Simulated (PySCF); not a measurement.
# Broadened absorption spectrum of C6H6Cl2

Species: C₆H₆Cl₂.
Atom-mapped SMILES: `[CH2:1]=[CH:2]/[C:3]([Cl:4])=[CH:5]/[CH:6]=[CH:7]\[Cl:8]` (hydrogens: H9, H10 on C1; H11 on C2; H12 on C5; H13 on C6; H14 on C7)

Computed with TDDFT CAM-B3LYP/def2-SVPD, vertical, gas phase, core orbitals frozen in the response (PySCF). Isolated species at its GFN2-xTB geometry (one conformer only). Torsions of this conformer, `[CH2:1]=[CH:2]/[C:3]([Cl:4])=[CH:5]/[CH:6]=[CH:7]\[Cl:8]`: C1–C2–C3–Cl4 0°, C3–C5–C6–C7 180°.

Computed states:

```tsv
state	E (eV)	f
S1	4.50	0.954
S2	6.05	0.0013
S3	6.14	0.043
S4	6.32	0.0001
S5	6.33	0.025
S6	6.42	0.0012
S7	6.46	0.0001
S8	6.60	0.0059
```

Broadening: Gaussians 0.4 eV wide at half height, area fixed by f = 4.319×10⁻⁹ ∫ε dν̃. The cross-section is σ = 3.8235×10⁻²¹ ε cm², given in Mb (10⁻¹⁸ cm²). The width is an assumption, not a result. The curve ends short of the highest state used, and states not computed would add to its high-energy end.

Question: What does the envelope look like, and where are its maxima?

Answer: 
(E (eV), σ (Mb)): (3.90, 0.45), (3.94, 1.00), (3.98, 2.13), (4.02, 4.27), (4.06, 8.12), (4.09, 12.68), (4.13, 21.89), (4.17, 35.73), (4.21, 55.19), (4.25, 80.65), (4.29, 111.50), (4.32, 137.07), (4.36, 171.96), (4.40, 204.10), (4.44, 229.18), (4.48, 243.46), (4.51, 245.65), (4.55, 236.82), (4.59, 216.00), (4.63, 186.37), (4.67, 152.14), (4.70, 125.99), (4.74, 93.34), (4.78, 65.42), (4.82, 43.37), (4.86, 27.21), (4.90, 16.15), (4.93, 10.53), (4.97, 5.67), (5.01, 2.89), (5.05, 1.39), (5.09, 0.63), (5.12, 0.34), (5.16, 0.14), (5.20, 0.06), (5.24, 0.02), (5.28, 0.01), (5.32, 0.00), (5.35, 0.00), (5.39, 0.00), (5.43, 0.00), (5.47, 0.01), (5.51, 0.01), (5.54, 0.03), (5.58, 0.06), (5.62, 0.12), (5.66, 0.24), (5.70, 0.45), (5.73, 0.70), (5.77, 1.19), (5.81, 1.92), (5.85, 2.95), (5.89, 4.30), (5.93, 5.95), (5.96, 7.35), (6.00, 9.34)

Maxima: 275 nm (4.50 eV), ε about 64000, made up of S1 (100%) (ε in L mol⁻¹ cm⁻¹; maxima over ε = 5, shares over 10%). At its high-energy end, 6.00 eV, the curve is still rising (ε about 2400, from S3 and S5).

Question: What would ε be at 4.50 eV, the highest of these maxima, with half the width (0.2 eV)?

Answer: About 128000 L mol⁻¹ cm⁻¹ against 64300, a factor of about 2.00; a lone state at its own centre would give exactly 2.

Question: On this curve, what absorbance would a 10⁻³ mol/L sample give at 254 nm over a 1 cm path?

Answer: 254 nm is 4.881 eV, where ε is about 5400 L mol⁻¹ cm⁻¹, so A = ε c l ≈ 5.4 (Beer–Lambert, with the gas-phase spectrum and the assumed width).
